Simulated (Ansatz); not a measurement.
```xyz
15

C    -0.586   -1.834    0.324
C    -0.841   -0.700    1.311
Sn    0.952    0.510    1.741
C     1.344    1.007   -0.372
C     0.149    1.574   -1.127
H     0.178   -2.528    0.687
H    -1.487   -2.429    0.141
H    -0.245   -1.459   -0.645
H    -1.227   -1.089    2.258
H    -1.605   -0.017    0.921
H     2.190    1.700   -0.404
H     1.691    0.079   -0.845
H    -0.219    2.500   -0.674
H     0.396    1.813   -2.168
H    -0.689    0.873   -1.148
```

Charge 0, multiplicity 1. Sn: def2 effective core potential.

Question: List the CAM-B3LYP/def2-TZVPP orbital energies in eV (the Gaussian-basis code of Ansatz). (Estimate.)

Answer: Computed: Occupied: -278.47, -278.45, -278.16, -278.15, -140.11, -95.25, -94.88, -94.79, -29.31, -29.19, -29.11, -28.92, -28.80, -22.66, -22.28, -18.56, -18.39, -14.25, -13.91, -13.51, -12.80, -12.24, -11.69, -11.53, -11.10, -10.94, -8.13, -6.90. Lowest empty: -1.45, 1.14, 1.72, 2.20, 2.82, 3.22, 3.35, 3.87.
